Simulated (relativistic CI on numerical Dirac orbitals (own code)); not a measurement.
Ligand-field terms of d6

Computed with a parametric ligand-field model of a d^n configuration (Racah B and C, spin-orbit zeta, crystal field), exact diagonalisation.

Field parameters in Wybourne normalisation: Oh B⁴₀ = 21Dq, B⁴₄ = √(5/14) B⁴₀; Td as Oh with Dq negative (B⁴₀ = 21Dq, B⁴₄ = √(5/14) B⁴₀). The field is a parameter set, without covalency.

Problem. Ground term and bands for B = 760, C = 3440, ζ = 0 cm⁻¹, Oh, 10Dq = 39100 cm⁻¹?

Solution. Ground term 1A1 with 0.02 electrons in the two orbitals of the cubic e set. Spin-allowed: 1T1 36588 cm⁻¹ (273 nm), 1T2 47392 cm⁻¹ (211 nm), 1T2 74519 cm⁻¹ (134 nm), 1E 75156 cm⁻¹ (133 nm). Lowest spin-forbidden: 3T1 29347 cm⁻¹ (341 nm), 3T2 34709 cm⁻¹ (288 nm), 5T2 48264 cm⁻¹ (207 nm).

Problem. Ground term and bands for B = 1010, C = 4880, ζ = 0 cm⁻¹, Oh, 10Dq = 29050 cm⁻¹?

Solution. Ground term 1A1 with 0.05 electrons in the two orbitals of the cubic e set. Spin-allowed: 1T1 26010 cm⁻¹ (384 nm), 1T2 38797 cm⁻¹ (258 nm), 1T2 54014 cm⁻¹ (185 nm), 1E 54634 cm⁻¹ (183 nm). Lowest spin-forbidden: 3T1 15571 cm⁻¹ (642 nm), 5T2 16856 cm⁻¹ (593 nm), 3T2 21850 cm⁻¹ (458 nm).

Problem. A d6 ion in Oh symmetry has the ground term 1A1 and bands at 3T1 11876 cm⁻¹ (842 nm), 3T2 14733 cm⁻¹ (679 nm), 1T1 15412 cm⁻¹ (649 nm), 5T2 18571 cm⁻¹ (538 nm), 1T2 21170 cm⁻¹ (472 nm), 1T2 31589 cm⁻¹ (317 nm), 1E 31721 cm⁻¹ (315 nm). Which parameters reproduce them?

Solution. B = 420, C = 1650, ζ = 0 cm⁻¹, Oh, 10Dq = 16550 cm⁻¹.

Problem. Ground term and bands for B = 820, C = 4230, ζ = 0 cm⁻¹, Td, 10Dq = -5650 cm⁻¹?

Solution. Ground term 5E with 3.00 electrons in the two orbitals of the cubic e set. Spin-allowed: 5T2 5650 cm⁻¹ (1770 nm). Lowest spin-forbidden: 3T1 17285 cm⁻¹ (579 nm), 3E 20766 cm⁻¹ (482 nm), 3T1 22198 cm⁻¹ (450 nm).

Problem. Ground term and bands for B = 1030, C = 5030, ζ = 0 cm⁻¹, Oh, 10Dq = 19000 cm⁻¹?

Solution. Ground term 5T2 with 2.00 electrons in the two orbitals of the cubic e set. Spin-allowed: 5E 19000 cm⁻¹ (526 nm). Lowest spin-forbidden: 1A1 3714 cm⁻¹ (2693 nm), 3T1 9081 cm⁻¹ (1101 nm), 3T2 14541 cm⁻¹ (688 nm).
